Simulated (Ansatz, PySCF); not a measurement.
3-silylpropanenitrile (C₃H₇NSi), SMILES C(#N)CC[SiH3]. Atoms are numbered in the order given.

```xyz
12

N      2.2349     1.0936     0.7204
C      1.5159     0.1808     0.7545
C      0.5967    -0.9613     0.7698
C     -0.3366    -1.0091    -0.4601
Si    -1.5145     0.4708    -0.6638
H      1.2040    -1.8799     0.8317
H      0.0091    -0.9099     1.7019
H     -0.9493    -1.9239    -0.3883
H      0.2663    -1.1104    -1.3785
H     -2.3155     0.6384     0.5817
H     -2.4339     0.1936    -1.8009
H     -0.7597     1.7228    -0.9299
```
Charge 0, spin multiplicity 1.

The structure is a stationary point at TPSSh-D3(BJ)/def2-SVP. The values are those of a single conformer.

Two levels are set side by side: PBE-D3(BJ)/def2-SVP (Ansatz, a first-principles code) and TPSSh-D3(BJ)/def2-SVP (PySCF). Each level has its own optimised geometry; the coordinates shown are those of the second. Frequencies come from the Hessian of PySCF at each geometry. Differences are taken from unrounded values.

| quantity | TPSSh-D3(BJ) |
|---|---|
| mean bond length (Å) | 1.359 |
| bond N1–C2 (Å) | 1.163 |
| bond C2–C3 (Å) | 1.466 |
| bond C3–C4 (Å) | 1.545 |
| bond C4–Si5 (Å) | 1.902 |
| bond C3–H6 (Å) | 1.103 |
| bond C3–H7 (Å) | 1.103 |
| bond C4–H8 (Å) | 1.103 |
| bond C4–H9 (Å) | 1.103 |
| bond Si5–H10 (Å) | 1.490 |
| bond Si5–H11 (Å) | 1.488 |
| bond Si5–H12 (Å) | 1.486 |
| highest harmonic wavenumber (cm⁻¹) | 3099 |
| mean harmonic wavenumber (cm⁻¹) | 1306 |
| zero-point energy (kcal/mol) | 56.00 |

Q: What does PBE-D3(BJ) give, and how far is it from TPSSh-D3(BJ)? (Estimate from the structure and the level; the computed values follow.)

A: 
| quantity | PBE-D3(BJ) | PBE-D3(BJ) minus TPSSh-D3(BJ) |
|---|---|---|
| mean bond length (Å) | 1.368 | 0.008 |
| bond N1–C2 (Å) | 1.171 | 0.009 |
| bond C2–C3 (Å) | 1.465 | -0.001 |
| bond C3–C4 (Å) | 1.544 | 0.000 |
| bond C4–Si5 (Å) | 1.907 | 0.005 |
| bond C3–H6 (Å) | 1.112 | 0.009 |
| bond C3–H7 (Å) | 1.112 | 0.009 |
| bond C4–H8 (Å) | 1.110 | 0.007 |
| bond C4–H9 (Å) | 1.110 | 0.007 |
| bond Si5–H10 (Å) | 1.506 | 0.016 |
| bond Si5–H11 (Å) | 1.504 | 0.016 |
| bond Si5–H12 (Å) | 1.502 | 0.016 |
| highest harmonic wavenumber (cm⁻¹) | 3047 | -52 |
| mean harmonic wavenumber (cm⁻¹) | 1265 | -40 |
| zero-point energy (kcal/mol) | 54.27 | -1.73 |

Exact exchange shortens and stiffens bonds; PBE has none. Differences between two approximate levels are no errors against the true value.
